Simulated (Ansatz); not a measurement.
B9N10H28⁺, a nanocrystal cut from zinc blende BN (hydrogen-capped), relaxed as a singlet with RKS r2SCAN-D4/def2-SVP in Ansatz, starting from the GFN2-xTB geometry. Force threshold 0.03 eV/Å.

Single mean-field runs in def2-SVP are fitted with def2-universal-jkfit.

Start:

Cartesian coordinates in Å:
```
N 0.127 -2.734 -0.446
N -2.348 -2.557 -0.151
N -1.217 -1.404 -2.058
N 0.313 -0.178 -0.408
N -2.151 -0.010 -0.126
N 3.128 2.174 -0.815
N 0.631 2.366 -0.475
N -0.809 -1.339 1.484
N -0.585 1.179 1.461
N 1.965 1.046 1.125
B -1.228 -2.720 -1.220
B 0.359 -1.451 0.500
B 3.225 0.931 0.150
B -2.185 -1.243 0.797
B -1.041 -0.066 -1.180
B 0.555 1.104 0.448
B -1.999 1.320 0.756
B 1.770 2.370 -1.594
B -0.595 -0.068 2.440
H 0.194 -3.562 0.139
H 0.909 -2.792 -1.092
H -2.388 -3.369 0.458
H -3.261 -2.503 -0.592
H -0.473 -1.425 -2.750
H -2.079 -1.313 -2.588
H 1.083 -0.203 -1.071
H -3.056 0.112 -0.564
H 3.865 2.082 -1.505
H 3.343 3.020 -0.296
H -0.263 2.477 -0.946
H 0.745 3.203 0.089
H -0.806 -2.114 2.136
H -0.511 1.989 2.066
H 1.990 0.248 1.756
H 2.101 1.862 1.715
H -1.374 -3.689 -1.897
H 1.411 -1.616 1.029
H 3.150 -0.070 -0.486
H 4.221 0.996 0.797
H -3.093 -1.242 1.555
H -1.072 0.841 -1.949
H -2.024 2.269 0.023
H -2.860 1.366 1.566
H 1.606 1.458 -2.338
H 1.766 3.424 -2.145
H 0.458 -0.185 3.000
H -1.495 0.016 3.203
```

Question: Estimate the energy that the relaxation releases and the steps that it takes.

Answer: 5.8 kcal/mol, in 4 steps; 20 s on 2 threads of AMD EPYC 7R13 on a shared host and a share (18 GiB) of an NVIDIA H100 80GB HBM3. No frequencies were taken in this run, so the end may be a saddle point.

Question: Does the start keep its bonding and symmetry?

Answer: By distances, no bond broke or formed. The bond that changes most is B18–H44, from 1.19 to 1.22 Å (atoms count from 1). Point group Cs at the start, Cs at the end, both within 0.05 Å.

Question: Predict the relaxed structure.

Answer: 
```xyz
47

N     0.1484   -2.7239   -0.4436
N    -2.3405   -2.5663   -0.1651
N    -1.2043   -1.3859   -2.0658
N     0.3140   -0.1606   -0.3943
N    -2.1681   -0.0042   -0.1195
N     3.1431    2.1644   -0.8356
N     0.6215    2.3846   -0.4757
N    -0.8175   -1.3401    1.5002
N    -0.5988    1.1941    1.4842
N     1.9724    1.0484    1.1444
B    -1.2073   -2.7199   -1.2367
B     0.3687   -1.4475    0.5132
B     3.2227    0.9327    0.1555
B    -2.2076   -1.2607    0.8010
B    -1.0455   -0.0486   -1.1828
B     0.5573    1.1360    0.4723
B    -2.0111    1.3387    0.7632
B     1.7671    2.3725   -1.5901
B    -0.5944   -0.0626    2.4621
H     0.2269   -3.5737    0.1241
H     0.9434   -2.8084   -1.0859
H    -2.3963   -3.4049    0.4218
H    -3.2612   -2.5492   -0.6156
H    -0.4726   -1.4076   -2.7841
H    -2.0623   -1.3093   -2.6213
H     1.1030   -0.1641   -1.0550
H    -3.0795    0.1359   -0.5628
H     3.8527    2.0074   -1.5569
H     3.4537    3.0292   -0.3813
H    -0.2865    2.4607   -0.9505
H     0.6692    3.2480    0.0756
H    -0.8031   -2.1159    2.1672
H    -0.5243    2.0115    2.0963
H     1.9732    0.2253    1.7595
H     2.1051    1.8276    1.7977
H    -1.3424   -3.7041   -1.9359
H     1.4421   -1.5992    1.0644
H     3.0956   -0.0930   -0.5017
H     4.2519    0.9564    0.8027
H    -3.1433   -1.2735    1.5706
H    -1.0752    0.8910   -1.9545
H    -2.0170    2.2972   -0.0052
H    -2.9029    1.4020    1.5830
H     1.5819    1.4043   -2.3170
H     1.7532    3.4280   -2.1939
H     0.4975   -0.1901    3.0103
H    -1.5031    0.0174    3.2617
```
Bond lengths: 24 × B–N 1.54 to 1.63 Å; 16 × H–N 1.02 to 1.03 Å; 12 × B–H 1.21 to 1.23 Å.
